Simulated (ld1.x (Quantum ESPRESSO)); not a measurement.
## Ranking RRKJ potentials for antimony (Sb)

All share these settings but for the change named:

* Element: Sb
* Generator: ld1.x (Quantum ESPRESSO) 7.5
* Type: norm-conserving RRKJ (Kleinman–Bylander form)
* Functional: PBE
* Relativity: scalar-relativistic
* Frozen core: [Kr]
* Valence charge: 15
* Reference configuration: 4d10 5s1.75 5p3.25
* Partial waves: 5s (bound): rc 2.10 bohr; 4d (bound): rc 1.40 bohr; 5p (bound): rc 2.25 bohr
* Local potential: the p channel
* Core correction: none
* rho0: 0.001

Cutoff: the first of the cutoffs (Ry, on a coarse ladder) from which the occupation-weighted sum of valence levels, in a spherical-Bessel basis at the reference potential, stays within 10 and 1 mRy of its value at 400 Ry; the density cutoff is not measured.

The base gives 80 Ry.

Of 7 variants that were run, those that failed, showed a ghost or another fault, or gave nearly equal values are left out.

A variant can come out equal or close to the base.

Task: Rank these variants from softest to hardest (loose cutoff).
A. wave 4d (bound): rc 1.40 bohr becomes 4d (bound): rc 1.66 bohr
B. wave 4d (bound): rc 1.40 bohr becomes 4d (bound): rc 1.54 bohr
C. wave 4d (bound): rc 1.40 bohr becomes 4d (bound): rc 1.16 bohr
D. wave 4d (bound): rc 1.40 bohr becomes 4d (bound): rc 2.04 bohr
E. wave 4d (bound): rc 1.40 bohr becomes 4d (bound): rc 0.90 bohr

Result: D (45 Ry), A (60 Ry), B (70 Ry), C (90 Ry), E (200 Ry).
